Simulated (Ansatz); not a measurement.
Cost and result for the atomization energy of C2H6B2, SMILES `BC(B)=C` (10 atoms, 9 bonds).

```xyz
10

B     1.149   -0.487    0.902
C     0.003    0.001   -0.017
B    -1.418    0.379    0.465
C     0.264    0.106   -1.340
H     0.996   -0.600    2.084
H     2.216   -0.758    0.425
H    -2.236    0.745   -0.333
H    -1.723    0.314    1.621
H    -0.490    0.443   -2.050
H     1.239   -0.142   -1.756
```

The species carries charge 0 and has multiplicity 1. Geometry: relaxed with PBE0-D4/def2-TZVP. Program: Ansatz. All runs use 2 threads of an AMD EPYC 9B14 on a shared host. Times are those of one run each, without the atoms' runs, and a repeat can differ threefold. Electronic energies, without spin–orbit coupling; frozen cores. CCSD(T)/CBS adds CCSD(T) − MP2 in def2-TZVPP to the MP2 limit, and its time is that of the two runs behind it. T1 = 0.011. HSE06 is the plane-wave form, built on full-range PBE exchange.

CCSD(T)/CBS is a level of theory with its own doubt, some kJ/mol a heavy atom from the limit and from the frozen cores, so smaller differences don't rank the functionals.

```tsv
level	functions	wall time	atomization (kcal/mol)	difference from CCSD(T)/CBS	per bond
revPBE-D4/def2-TZVPP	208	1.2 s	909.5	1.9	0.2
BLYP-D4/def2-TZVPP	208	1.4 s	913.3	5.7	0.6
BHLYP-D4/def2-TZVPP	208	1.7 s	902.3	-5.3	-0.6
PBE0-D4/def2-TZVPP	208	1.8 s	919.4	11.8	1.3
HSE06-D4/def2-TZVPP	208	2 s	920.0	12.4	1.4
CCSD(T)/def2-SVP	86	2 s	877.0	-30.6	-3.4
r2SCANh-D4/def2-TZVPP	208	3 s	914.7	7.1	0.8
PBE-QIDH/def2-TZVPP	208	3.5 s	913.2	5.6	0.6
ωB97X-V/def2-TZVPP	208	4.7 s	913.3	5.7	0.6
ωB97M-V/def2-TZVPP (with forces)	208	6.5 s	916.8	9.2	1.0
MP2/def2-QZVPP	408	14 s	913.2	5.6	0.6
CCSD(T)/def2-TZVPP	208	38 s	890.0	-17.6	-1.9
CCSD(T)/CBS(def2)	–	51 s	907.6	0.0	0.0
```

From r2SCAN to r2SCAN0 (25 % exact exchange), in def2-TZVPP and without D4, the atomization energy moves by −8.2 kcal/mol: exact exchange takes away binding that semilocal exchange gives to molecules. In def2-TZVPP, CCSD(T) changes the Hartree–Fock value by +173.8 kcal/mol (the triples alone add +10.6 kcal/mol) and MP2 by +186.7 kcal/mol; breaking electron pairs costs correlation energy, which Hartree–Fock lacks. The D4 term adds +6.0 kcal/mol with B3LYP and +3.1 kcal/mol with PBE0; it sums over pairs of atoms, weighted by their polarisabilities, and B3LYP, whose exchange is more repulsive, gets the larger term.

B3LYP here is the variant with VWN-RPA as its local correlation; programs differ in this.
